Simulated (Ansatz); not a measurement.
Consider the substitution at a C–S bond: `CSB(N)F` + `SB(Cl)Cl` → `CSB(Cl)Cl` + `NB(F)S`.

Program: Ansatz. Geometries: PBE0-D4/def2-TZVP. ΔE: electronic, gas phase. CBS: MP2 limit from def2 TZ/QZ plus the TZ coupled-cluster correction, frozen cores. This one scheme is used for every species. DFT in def2-TZVPP. Each species was taken in one conformer, which may not be the lowest.

```tsv
level	ΔE (kcal/mol)
r2SCAN-D4	-2.2
PBE0	-1.9
CCSD(T)/def2-TZVPP	-2.1
HF/def2-QZVPP	-1.3
MP2/def2-QZVPP	-2.4
HF/CBS(def2)	-1.3
MP2/CBS(def2)	-2.4
CCSD/CBS(def2)	-1.9
```

(1) What does CCSD(T)/CBS give? (Best estimate.)

Largest T1 diagnostic among the species: 0.012.

## Answers

(1) Computed: -2.1 kcal/mol. The listed levels differ from it by -0.1, 0.2, 0.0, 0.8, -0.3, 0.8, -0.3, 0.2 kcal/mol.

In def2-TZVPP, CCSD(T) changes the Hartree–Fock value by −0.8 kcal/mol (the triples alone add −0.2 kcal/mol) and MP2 by −1.1 kcal/mol.
